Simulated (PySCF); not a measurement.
B97-3 on Li (lithium, neutral), [He] 3d1, 2D determinant (an excited configuration). Calculation: PySCF 2.14, in dyall-acv3z; no relativity, point nucleus.

```
cycle= 1 E= -7.32579338208049  delta_E= -0.000552  |g|= 0.00414  |ddm|= 0.0822
cycle= 2 E= -7.32580373777657  delta_E= -1.04e-05  |g|= 0.000518  |ddm|= 0.0254
cycle= 3 E= -7.32580461996766  delta_E= -8.82e-07  |g|= 0.000118  |ddm|= 0.00845
cycle= 4 E= -7.32580467627244  delta_E= -5.63e-08  |g|= 4.06e-06  |ddm|= 0.00271
cycle= 5 E= -7.32580467628981  delta_E= -1.74e-11  |g|= 3.44e-07  |ddm|= 4.58e-05
converged SCF energy = -7.32580467628981  <S^2> = 0.7500013  2S+1 = 2.0000013
```

Highest occupied orbital energy: 0.169 eV; ⟨L²⟩ = 6.00; populations by l: s 2.00, p 0.00, d 1.00.

(1) Can this result be used?

Results:

(1) Not for this state. The run converged. The outer electron is Rydberg-like, and this basis confines it to a smaller radius and binds it less than a complete one would. At B97-3 the highest occupied level has a positive energy, so only the finite basis holds that electron; for this excited configuration the basis is too tight for the outer shell.
